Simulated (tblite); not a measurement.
Parent: `[CH3:1][NH:2][C:3]([CH3:4])([CH3:5])[SiH2:6][SiH2:7][F:8]` with C1–N2–C3–C4 -51°, N2–C3–Si6–Si7 35°, C3–Si6–Si7–F8 167°, C4H14FNSi2.

Computed geometry: GFN2-xTB, gas phase. One conformer each, not checked by frequencies here.

| coordinate of the parent | value |
| --- | --- |
| C1–N2 | 1.448 Å |
| N2–C3 | 1.467 Å |
| C3–C4 | 1.530 Å |
| C3–C5 | 1.529 Å |
| C3–Si6 | 1.924 Å |
| Si6–Si7 | 2.301 Å |
| Si7–F8 | 1.621 Å |
| C1–N2–C3 | 116.7° |
| N2–C3–C4 | 113.8° |
| N2–C3–C5 | 106.3° |
| N2–C3–Si6 | 106.1° |
| C4–C3–C5 | 108.6° |
| C4–C3–Si6 | 112.8° |
| C5–C3–Si6 | 109.0° |
| C3–Si6–Si7 | 105.9° |
| Si6–Si7–F8 | 106.0° |

How does the shared frame change in `[CH3:1][NH:2][C:3]([CH3:4])([CH3:5])[Si@H:6]([C:7]#[N:8])[SiH2:9][F:10]` with C1–N2–C3–C4 -170°, N2–C3–Si6–C7 160°, C3–Si6–Si9–F10 -179°, C5H13FN2Si2? Atoms pair as C1 = C1, N2 = N2, C3 = C3, C4 = C5, C5 = C4, Si6 = Si6, Si7 = Si9, F8 = F10 (parent first).

```json
{"parent": "C1–N2", "relative": "C1–N2", "value in the relative": "1.448 Å", "change": "0.000"}
{"parent": "N2–C3", "relative": "N2–C3", "value in the relative": "1.465 Å", "change": "-0.002"}
{"parent": "C3–C4", "relative": "C3–C5", "value in the relative": "1.530 Å", "change": "0.000"}
{"parent": "C3–C5", "relative": "C3–C4", "value in the relative": "1.530 Å", "change": "+0.001"}
{"parent": "C3–Si6", "relative": "C3–Si6", "value in the relative": "1.928 Å", "change": "+0.004"}
{"parent": "Si6–Si7", "relative": "Si6–Si9", "value in the relative": "2.307 Å", "change": "+0.006"}
{"parent": "Si7–F8", "relative": "Si9–F10", "value in the relative": "1.615 Å", "change": "-0.006"}
{"parent": "C1–N2–C3", "relative": "C1–N2–C3", "value in the relative": "116.8°", "change": "+0.1"}
{"parent": "N2–C3–C4", "relative": "N2–C3–C5", "value in the relative": "114.1°", "change": "+0.3"}
{"parent": "N2–C3–C5", "relative": "N2–C3–C4", "value in the relative": "106.4°", "change": "+0.1"}
{"parent": "N2–C3–Si6", "relative": "N2–C3–Si6", "value in the relative": "105.1°", "change": "-1.0"}
{"parent": "C4–C3–C5", "relative": "C5–C3–C4", "value in the relative": "108.8°", "change": "+0.2"}
{"parent": "C4–C3–Si6", "relative": "C5–C3–Si6", "value in the relative": "112.7°", "change": "-0.1"}
{"parent": "C5–C3–Si6", "relative": "C4–C3–Si6", "value in the relative": "109.4°", "change": "+0.4"}
{"parent": "C3–Si6–Si7", "relative": "C3–Si6–Si9", "value in the relative": "108.2°", "change": "+2.3"}
{"parent": "Si6–Si7–F8", "relative": "Si6–Si9–F10", "value in the relative": "105.8°", "change": "-0.2"}
```

Of the parent's bonds, Si6–Si7 and Si7–F8 change most and about equally (-0.006 to +0.006 Å). Bonds of the relative outside the shared frame: Si6–C7 1.875, C7≡N8 1.147 Å. Point group C1 → C1.

How does the shared frame change in `[CH3:1][N:2]([CH3:3])[C:4]([CH3:5])([CH3:6])[SiH2:7][SiH2:8][F:9]` with C1–N2–C4–C5 -76°, N2–C4–Si7–Si8 -36°, C4–Si7–Si8–F9 -178°, C5H16FNSi2? Atoms pair as C1 = C3, N2 = N2, C3 = C4, C4 = C5, C5 = C6, Si6 = Si7, Si7 = Si8, F8 = F9 (parent first).

```csv
parent,relative,value in the relative,change
C1–N2,C3–N2,1.449 Å,+0.001
N2–C3,N2–C4,1.474 Å,+0.007
C3–C4,C4–C5,1.531 Å,+0.001
C3–C5,C4–C6,1.530 Å,+0.001
C3–Si6,C4–Si7,1.928 Å,+0.004
Si6–Si7,Si7–Si8,2.299 Å,-0.002
Si7–F8,Si8–F9,1.620 Å,-0.001
C1–N2–C3,C3–N2–C4,113.7°,-3.0
N2–C3–C4,N2–C4–C5,114.0°,+0.2
N2–C3–C5,N2–C4–C6,109.8°,+3.5
N2–C3–Si6,N2–C4–Si7,105.5°,-0.6
C4–C3–C5,C5–C4–C6,108.1°,-0.5
C4–C3–Si6,C5–C4–Si7,112.1°,-0.7
C5–C3–Si6,C6–C4–Si7,107.1°,-1.9
C3–Si6–Si7,C4–Si7–Si8,106.6°,+0.7
Si6–Si7–F8,Si7–Si8–F9,105.6°,-0.4
```

Of the parent's bonds, N2–C3 changes most (+0.007 Å). Bonds of the relative outside the shared frame: C1–N2 1.451 Å. Point group C1 → C1.
